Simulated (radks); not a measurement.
The numbers below are computed, except where a source is named.
The lutetium ion Lu3+, configuration [Xe] 4f14 (the NIST ground configuration). Level of theory: scalar-relativistic Kohn-Sham, PBE, spin-unpolarised, spherical densities, point nucleus (a radial shooting solver on a logarithmic mesh with Libxc functionals).

Radial electron density D(r) = 4 pi r^2 rho(r):

r (bohr),D(r) (e/bohr)
0.002828,29.26
0.003742,41.44
0.004951,56.27
0.006551,72.34
0.008599,86.37
0.01138,95.21
0.01505,95.43
0.01976,89.24
0.02614,85.45
0.03459,95.51
0.0454,117.0
0.06008,129.3
0.07949,115.1
0.1052,98.62
0.138,109.3
0.1827,114.0
0.2417,78.29
0.3172,56.70
0.4197,67.32
0.5554,57.67
0.729,32.32
0.9645,18.11
1.276,11.32
1.689,5.050
2.216,1.330
2.932,0.1705
3.88,0.009215

D(r) has 4 maxima, at r = 0.0131, 0.0596, 0.166, 0.447 bohr, and minima at 0.0253, 0.108, 0.315 bohr, inside which lie 1.92, 11.08, 29.71 electrons.
